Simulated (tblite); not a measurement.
Record of a relaxation.

Compound: C4H13NSi3.
Numbering: `[CH3:1][Si@:2]([SiH3:3])([CH2:4][SiH3:5])[CH2:6][C:7]#[N:8]` (hydrogens: H9, H10, H11 on C1; H12, H13, H14 on Si3; H15, H16 on C4; H17, H18, H19 on Si5; H20, H21 on C6)

Computed with GFN2-xTB (tblite), gas phase: L-BFGS steps from a force-field or distance-geometry start until the largest atomic force falls under 0.01 eV/Å. 8 of its 152 geometries are shown.

Step 0: E = -631.5036 eV, largest atomic force 4.101 eV/Å
```
atom  x, y, z in Å  |  force x, y, z in eV/Å
C1     -1.679    0.388    1.388   -0.605   0.246   0.793
Si2    -0.421    0.136    0.038    0.081  -0.399   0.865
Si3    -0.967   -1.721   -1.054   -1.221  -0.754  -1.043
C4      1.262    0.067    0.827    0.602   0.745   1.386
Si5     2.382   -1.243    0.123    1.342  -0.189  -0.066
C6     -0.565    1.565   -1.138    0.425   1.497  -0.236
C7     -0.310    2.800   -0.419    0.442   2.745   1.146
N8     -0.109    3.801    0.173   -0.669  -3.529  -1.979
H9     -1.348    1.275    1.970   -0.590  -0.658  -0.051
H10    -2.684    0.590    0.953    0.656  -0.217   0.648
H11    -1.702   -0.523    2.036   -0.257   1.012  -0.374
H12    -2.252   -1.391   -1.749    0.306  -0.290   0.079
H13    -1.268   -2.838   -0.170    0.104  -0.146  -0.044
H14    -0.018   -2.056   -2.104   -0.127  -0.225  -0.206
H15     1.154   -0.144    1.922    0.005   0.278  -0.809
H16     1.776    1.045    0.764   -0.294  -0.379   0.108
H17     2.824   -2.088    1.228    0.050  -0.141  -0.001
H18     3.557   -0.544   -0.444   -0.154  -0.208   0.004
H19     1.753   -2.057   -0.900    0.126  -0.157  -0.064
H20     0.195    1.409   -1.926   -0.539   0.447   0.106
H21    -1.589    1.548   -1.521    0.318   0.323  -0.262
```

Step 22: E = -632.1669 eV, largest atomic force 0.176 eV/Å
```
atom  x, y, z in Å  |  force x, y, z in eV/Å
C1     -1.722    0.435    1.461   -0.026  -0.002   0.022
Si2    -0.468    0.088    0.065    0.108  -0.137  -0.022
Si3    -1.128   -1.779   -1.175    0.021   0.055   0.048
C4      1.298    0.046    0.836   -0.034   0.026   0.032
Si5     2.559   -1.233    0.177   -0.025   0.077   0.046
C6     -0.544    1.618   -1.129    0.017   0.007  -0.001
C7     -0.293    2.840   -0.440    0.005  -0.058  -0.021
N8     -0.086    3.800    0.148    0.011   0.004   0.020
H9     -1.453    1.306    2.052    0.048   0.041  -0.004
H10    -2.719    0.610    1.068   -0.043   0.004  -0.036
H11    -1.788   -0.412    2.137    0.007  -0.026   0.037
H12    -2.419   -1.573   -1.840   -0.040   0.015   0.004
H13    -1.290   -2.940   -0.298    0.008  -0.015  -0.011
H14    -0.207   -2.168   -2.248   -0.027   0.029   0.011
H15     1.184   -0.122    1.910   -0.012  -0.028  -0.063
H16     1.736    1.045    0.758   -0.031  -0.051  -0.037
H17     3.025   -2.087    1.272   -0.026  -0.010   0.017
H18     3.729   -0.564   -0.396   -0.022   0.039  -0.030
H19     1.918   -2.066   -0.845    0.057  -0.015   0.009
H20     0.193    1.503   -1.925    0.013   0.023  -0.007
H21    -1.532    1.672   -1.587   -0.010   0.024  -0.015
```

Step 43: E = -632.1842 eV, largest atomic force 0.062 eV/Å
```
atom  x, y, z in Å  |  force x, y, z in eV/Å
C1     -1.718    0.453    1.452   -0.005  -0.006   0.003
Si2    -0.484    0.050    0.048   -0.034  -0.007   0.020
Si3    -1.183   -1.795   -1.186   -0.002  -0.015   0.000
C4      1.268    0.029    0.831    0.026  -0.033  -0.013
Si5     2.582   -1.198    0.191    0.038  -0.032  -0.013
C6     -0.523    1.589   -1.140    0.002  -0.010   0.000
C7     -0.257    2.784   -0.414    0.012   0.016  -0.016
N8     -0.037    3.722    0.206    0.010   0.005   0.016
H9     -1.427    1.349    1.997    0.009  -0.004  -0.024
H10    -2.723    0.617    1.074    0.004  -0.008  -0.008
H11    -1.769   -0.364    2.167   -0.011   0.005   0.009
H12    -2.511   -1.576   -1.775    0.015  -0.002   0.008
H13    -1.293   -2.998   -0.357    0.020   0.025  -0.010
H14    -0.298   -2.117   -2.310   -0.023   0.010   0.012
H15     1.147   -0.153    1.899   -0.011   0.009   0.004
H16     1.684    1.036    0.753   -0.031   0.004   0.029
H17     3.060   -2.014    1.312    0.006   0.013  -0.023
H18     3.711   -0.457   -0.379   -0.011  -0.009  -0.005
H19     2.036   -2.096   -0.834   -0.020   0.048   0.033
H20     0.226    1.479   -1.925    0.007  -0.003  -0.012
H21    -1.502    1.678   -1.612   -0.002  -0.006  -0.008
```

Step 65: E = -632.2050 eV, largest atomic force 0.166 eV/Å
```
atom  x, y, z in Å  |  force x, y, z in eV/Å
C1     -1.764    0.499    1.409    0.019   0.019   0.008
Si2    -0.497    0.003    0.074    0.090   0.115  -0.078
Si3    -1.216   -1.815   -1.187    0.006  -0.029   0.004
C4      1.214   -0.022    0.945    0.034  -0.062  -0.031
Si5     2.588   -1.099    0.163   -0.025   0.017   0.032
C6     -0.431    1.524   -1.136    0.001   0.046  -0.034
C7     -0.112    2.712   -0.418    0.001   0.011  -0.004
N8      0.147    3.642    0.201    0.000  -0.032  -0.020
H9     -1.501    1.460    1.846   -0.009  -0.011   0.044
H10    -2.767    0.593    1.003   -0.023  -0.058   0.050
H11    -1.780   -0.239    2.206   -0.111   0.050   0.010
H12    -2.625   -1.683   -1.582   -0.004   0.029   0.007
H13    -1.129   -3.065   -0.434    0.034  -0.026   0.011
H14    -0.479   -1.999   -2.443    0.006   0.018   0.042
H15     1.054   -0.354    1.973    0.042  -0.031  -0.069
H16     1.570    1.009    1.028   -0.027  -0.095  -0.017
H17     3.242   -1.887    1.217    0.002   0.073  -0.080
H18     3.581   -0.264   -0.531   -0.100  -0.061   0.069
H19     1.976   -2.026   -0.805    0.050   0.040   0.043
H20     0.319    1.371   -1.913   -0.007  -0.017   0.018
H21    -1.401    1.658   -1.618    0.021   0.005  -0.006
```

Step 86: E = -632.2786 eV, largest atomic force 0.080 eV/Å
```
atom  x, y, z in Å  |  force x, y, z in eV/Å
C1     -1.905    0.645    1.321   -0.028   0.013  -0.005
Si2    -0.565   -0.027    0.137    0.053   0.022  -0.017
Si3    -1.302   -1.837   -1.118   -0.054  -0.045   0.023
C4      1.061   -0.290    1.111   -0.001   0.031  -0.025
Si5     2.557   -0.863    0.083   -0.024  -0.026   0.004
C6     -0.199    1.408   -1.121    0.013   0.013  -0.020
C7      0.256    2.573   -0.440    0.017  -0.008   0.010
N8      0.616    3.486    0.152   -0.014  -0.028  -0.017
H9     -1.743    1.694    1.547    0.032   0.050   0.029
H10    -2.897    0.555    0.889   -0.024   0.002  -0.014
H11    -1.912    0.105    2.262   -0.001  -0.033   0.028
H12    -2.758   -2.004   -0.998    0.070  -0.005  -0.038
H13    -0.704   -3.111   -0.718   -0.002   0.006   0.023
H14    -1.004   -1.667   -2.544   -0.029  -0.008  -0.011
H15     0.876   -0.997    1.922    0.027  -0.053  -0.052
H16     1.333    0.647    1.597   -0.019   0.051   0.021
H17     3.642   -1.304    0.958    0.012  -0.004   0.041
H18     3.043    0.234   -0.757   -0.029   0.000  -0.002
H19     2.131   -1.980   -0.769    0.015  -0.001  -0.014
H20     0.565    1.091   -1.832   -0.004   0.016   0.025
H21    -1.100    1.658   -1.682   -0.010   0.009   0.009
```

Step 108: E = -632.2899 eV, largest atomic force 0.019 eV/Å
```
atom  x, y, z in Å  |  force x, y, z in eV/Å
C1     -1.889    0.676    1.310   -0.004   0.008   0.008
Si2    -0.585   -0.021    0.098   -0.012  -0.005  -0.005
Si3    -1.334   -1.863   -1.107    0.018   0.003  -0.004
C4      1.020   -0.339    1.084   -0.003  -0.008  -0.001
Si5     2.564   -0.812    0.080    0.010   0.002   0.001
C6     -0.186    1.423   -1.139   -0.002  -0.003   0.002
C7      0.297    2.558   -0.425    0.001   0.008   0.007
N8      0.673    3.446    0.192    0.000  -0.013  -0.011
H9     -1.649    1.696    1.599    0.008   0.005   0.011
H10    -2.886    0.685    0.878   -0.001   0.003  -0.018
H11    -1.935    0.082    2.218   -0.015  -0.007  -0.002
H12    -2.775   -2.088   -0.954    0.002   0.015  -0.001
H13    -0.679   -3.100   -0.679    0.003  -0.005   0.010
H14    -1.087   -1.732   -2.547   -0.009   0.000  -0.002
H15     0.827   -1.137    1.803   -0.004   0.004   0.018
H16     1.252    0.549    1.674    0.003  -0.001  -0.005
H17     3.655   -1.149    0.996    0.012  -0.002  -0.004
H18     2.974    0.298   -0.781   -0.002   0.005   0.004
H19     2.238   -1.975   -0.753    0.006  -0.003  -0.012
H20     0.574    1.107   -1.853   -0.011  -0.003   0.002
H21    -1.080    1.712   -1.693    0.000  -0.004   0.005
```

Step 129: E = -632.2941 eV, largest atomic force 0.033 eV/Å
```
atom  x, y, z in Å  |  force x, y, z in eV/Å
C1     -1.891    0.674    1.307    0.010  -0.005  -0.003
Si2    -0.580   -0.019    0.101    0.014   0.010   0.022
Si3    -1.309   -1.871   -1.095   -0.025  -0.021   0.001
C4      1.030   -0.339    1.082    0.003   0.004  -0.016
Si5     2.568   -0.815    0.070   -0.010   0.003  -0.011
C6     -0.217    1.433   -1.135    0.006  -0.008  -0.007
C7      0.283    2.566   -0.432   -0.007  -0.002   0.003
N8      0.675    3.454    0.175    0.010   0.002   0.003
H9     -1.579    1.635    1.709   -0.008   0.010   0.006
H10    -2.852    0.818    0.820    0.004   0.003   0.002
H11    -2.049    0.004    2.147   -0.011  -0.009   0.000
H12    -2.762   -2.049   -0.991    0.020  -0.008  -0.009
H13    -0.695   -3.100   -0.587   -0.015  -0.012  -0.002
H14    -1.005   -1.809   -2.529    0.000   0.015   0.007
H15     0.835   -1.132    1.804   -0.001   0.000   0.015
H16     1.270    0.550    1.667   -0.009   0.004   0.003
H17     3.667   -1.171    0.970    0.007   0.009   0.012
H18     2.971    0.311   -0.775    0.006  -0.004  -0.006
H19     2.240   -1.970   -0.774   -0.004   0.009  -0.013
H20     0.520    1.124   -1.876    0.014  -0.008  -0.008
H21    -1.129    1.719   -1.660   -0.002   0.008   0.001
```

Step 151: E = -632.2963 eV, largest atomic force 0.008 eV/Å
```
atom  x, y, z in Å  |  force x, y, z in eV/Å
C1     -1.901    0.675    1.306   -0.001   0.001   0.005
Si2    -0.585   -0.032    0.114    0.000  -0.005  -0.006
Si3    -1.321   -1.885   -1.081    0.001  -0.005  -0.005
C4      1.032   -0.332    1.087    0.008  -0.001   0.000
Si5     2.569   -0.781    0.059    0.001  -0.005   0.001
C6     -0.213    1.411   -1.132    0.001   0.005  -0.001
C7      0.310    2.535   -0.431    0.006  -0.006   0.000
N8      0.724    3.413    0.176    0.002   0.004  -0.004
H9     -1.554    1.596    1.769    0.000   0.006   0.005
H10    -2.829    0.901    0.788   -0.003  -0.006   0.000
H11    -2.134   -0.025    2.102   -0.002  -0.005   0.002
H12    -2.776   -2.050   -1.007   -0.004   0.002   0.001
H13    -0.737   -3.128   -0.573    0.000   0.003   0.005
H14    -0.990   -1.812   -2.508    0.002   0.002   0.000
H15     0.859   -1.126    1.815   -0.004  -0.001  -0.003
H16     1.263    0.563    1.669    0.000   0.000  -0.003
H17     3.675   -1.131    0.953   -0.005   0.003  -0.004
H18     2.961    0.352   -0.782    0.000   0.005   0.005
H19     2.246   -1.927   -0.799   -0.003   0.004   0.004
H20     0.515    1.088   -1.876   -0.002   0.002  -0.001
H21    -1.124    1.712   -1.649    0.003  -0.003  -0.002
```

Q: Summarise the path.

A: The energy falls by 76.48 kJ/mol from step 0 to step 151; nine tenths of that is first reached at step 69. It rises by more than 0.2 meV at step 1. The largest force goes from 4.101 to 0.008 eV/Å. Among the bonds Si2–Si3 changes most, from 2.223 to 2.324 Å; the atoms move by 0.761 Å rms after alignment.

Q: Follow the three bonds and two angles with the largest change from start to end.

A: 
```json
{"step": "0", "E above end (kJ/mol)": "76.48", "largest force (eV/Å)": "4.101", "Si2–Si3 (Å)": "2.223", "Si2–C6 (Å)": "1.856", "Si2–C4 (Å)": "1.860", "Si2–Si3–H12 (°)": "104.8", "H13–Si3–H14 (°)": "113.3"}
{"step": "7", "E above end (kJ/mol)": "21.80", "largest force (eV/Å)": "0.390", "Si2–Si3 (Å)": "2.311", "Si2–C6 (Å)": "1.940", "Si2–C4 (Å)": "1.912", "Si2–Si3–H12 (°)": "107.9", "H13–Si3–H14 (°)": "110.6"}
{"step": "13", "E above end (kJ/mol)": "15.30", "largest force (eV/Å)": "0.265", "Si2–Si3 (Å)": "2.327", "Si2–C6 (Å)": "1.944", "Si2–C4 (Å)": "1.924", "Si2–Si3–H12 (°)": "111.3", "H13–Si3–H14 (°)": "106.4"}
{"step": "20", "E above end (kJ/mol)": "12.83", "largest force (eV/Å)": "0.094", "Si2–Si3 (Å)": "2.335", "Si2–C6 (Å)": "1.949", "Si2–C4 (Å)": "1.925", "Si2–Si3–H12 (°)": "112.5", "H13–Si3–H14 (°)": "106.8"}
{"step": "26", "E above end (kJ/mol)": "11.91", "largest force (eV/Å)": "0.098", "Si2–Si3 (Å)": "2.325", "Si2–C6 (Å)": "1.946", "Si2–C4 (Å)": "1.920", "Si2–Si3–H12 (°)": "112.1", "H13–Si3–H14 (°)": "107.8"}
{"step": "33", "E above end (kJ/mol)": "11.31", "largest force (eV/Å)": "0.070", "Si2–Si3 (Å)": "2.323", "Si2–C6 (Å)": "1.943", "Si2–C4 (Å)": "1.920", "Si2–Si3–H12 (°)": "112.2", "H13–Si3–H14 (°)": "107.2"}
{"step": "39", "E above end (kJ/mol)": "10.97", "largest force (eV/Å)": "0.058", "Si2–Si3 (Å)": "2.328", "Si2–C6 (Å)": "1.947", "Si2–C4 (Å)": "1.921", "Si2–Si3–H12 (°)": "111.7", "H13–Si3–H14 (°)": "107.4"}
{"step": "46", "E above end (kJ/mol)": "10.65", "largest force (eV/Å)": "0.049", "Si2–Si3 (Å)": "2.323", "Si2–C6 (Å)": "1.946", "Si2–C4 (Å)": "1.919", "Si2–Si3–H12 (°)": "111.3", "H13–Si3–H14 (°)": "107.3"}
{"step": "53", "E above end (kJ/mol)": "10.36", "largest force (eV/Å)": "0.043", "Si2–Si3 (Å)": "2.324", "Si2–C6 (Å)": "1.948", "Si2–C4 (Å)": "1.919", "Si2–Si3–H12 (°)": "110.9", "H13–Si3–H14 (°)": "107.5"}
{"step": "59", "E above end (kJ/mol)": "9.94", "largest force (eV/Å)": "0.086", "Si2–Si3 (Å)": "2.323", "Si2–C6 (Å)": "1.942", "Si2–C4 (Å)": "1.920", "Si2–Si3–H12 (°)": "111.1", "H13–Si3–H14 (°)": "107.5"}
{"step": "66", "E above end (kJ/mol)": "8.42", "largest force (eV/Å)": "0.202", "Si2–Si3 (Å)": "2.326", "Si2–C6 (Å)": "1.944", "Si2–C4 (Å)": "1.923", "Si2–Si3–H12 (°)": "111.8", "H13–Si3–H14 (°)": "107.7"}
{"step": "72", "E above end (kJ/mol)": "5.93", "largest force (eV/Å)": "0.190", "Si2–Si3 (Å)": "2.341", "Si2–C6 (Å)": "1.941", "Si2–C4 (Å)": "1.916", "Si2–Si3–H12 (°)": "111.1", "H13–Si3–H14 (°)": "107.7"}
{"step": "79", "E above end (kJ/mol)": "2.83", "largest force (eV/Å)": "0.084", "Si2–Si3 (Å)": "2.329", "Si2–C6 (Å)": "1.945", "Si2–C4 (Å)": "1.914", "Si2–Si3–H12 (°)": "110.0", "H13–Si3–H14 (°)": "106.4"}
{"step": "85", "E above end (kJ/mol)": "1.86", "largest force (eV/Å)": "0.085", "Si2–Si3 (Å)": "2.323", "Si2–C6 (Å)": "1.944", "Si2–C4 (Å)": "1.912", "Si2–Si3–H12 (°)": "110.7", "H13–Si3–H14 (°)": "106.4"}
{"step": "92", "E above end (kJ/mol)": "1.26", "largest force (eV/Å)": "0.041", "Si2–Si3 (Å)": "2.325", "Si2–C6 (Å)": "1.942", "Si2–C4 (Å)": "1.912", "Si2–Si3–H12 (°)": "112.0", "H13–Si3–H14 (°)": "107.0"}
{"step": "98", "E above end (kJ/mol)": "1.07", "largest force (eV/Å)": "0.068", "Si2–Si3 (Å)": "2.322", "Si2–C6 (Å)": "1.942", "Si2–C4 (Å)": "1.910", "Si2–Si3–H12 (°)": "112.4", "H13–Si3–H14 (°)": "107.5"}
{"step": "105", "E above end (kJ/mol)": "0.74", "largest force (eV/Å)": "0.161", "Si2–Si3 (Å)": "2.324", "Si2–C6 (Å)": "1.943", "Si2–C4 (Å)": "1.912", "Si2–Si3–H12 (°)": "112.4", "H13–Si3–H14 (°)": "107.2"}
{"step": "112", "E above end (kJ/mol)": "0.55", "largest force (eV/Å)": "0.035", "Si2–Si3 (Å)": "2.324", "Si2–C6 (Å)": "1.942", "Si2–C4 (Å)": "1.912", "Si2–Si3–H12 (°)": "112.1", "H13–Si3–H14 (°)": "106.7"}
{"step": "118", "E above end (kJ/mol)": "0.44", "largest force (eV/Å)": "0.033", "Si2–Si3 (Å)": "2.324", "Si2–C6 (Å)": "1.943", "Si2–C4 (Å)": "1.911", "Si2–Si3–H12 (°)": "111.8", "H13–Si3–H14 (°)": "107.0"}
{"step": "125", "E above end (kJ/mol)": "0.27", "largest force (eV/Å)": "0.055", "Si2–Si3 (Å)": "2.325", "Si2–C6 (Å)": "1.942", "Si2–C4 (Å)": "1.912", "Si2–Si3–H12 (°)": "111.7", "H13–Si3–H14 (°)": "106.7"}
{"step": "131", "E above end (kJ/mol)": "0.18", "largest force (eV/Å)": "0.030", "Si2–Si3 (Å)": "2.322", "Si2–C6 (Å)": "1.941", "Si2–C4 (Å)": "1.911", "Si2–Si3–H12 (°)": "111.9", "H13–Si3–H14 (°)": "106.8"}
{"step": "138", "E above end (kJ/mol)": "0.08", "largest force (eV/Å)": "0.024", "Si2–Si3 (Å)": "2.323", "Si2–C6 (Å)": "1.943", "Si2–C4 (Å)": "1.912", "Si2–Si3–H12 (°)": "112.3", "H13–Si3–H14 (°)": "107.0"}
{"step": "144", "E above end (kJ/mol)": "0.05", "largest force (eV/Å)": "0.021", "Si2–Si3 (Å)": "2.324", "Si2–C6 (Å)": "1.942", "Si2–C4 (Å)": "1.912", "Si2–Si3–H12 (°)": "112.2", "H13–Si3–H14 (°)": "107.1"}
{"step": "151", "E above end (kJ/mol)": "0.00", "largest force (eV/Å)": "0.008", "Si2–Si3 (Å)": "2.324", "Si2–C6 (Å)": "1.942", "Si2–C4 (Å)": "1.911", "Si2–Si3–H12 (°)": "112.2", "H13–Si3–H14 (°)": "106.8"}
```

The cost below is that of the whole relaxation. Hardware: an Arm Neoverse N1 with one thread, on a shared host. Cost: 2.8 s.
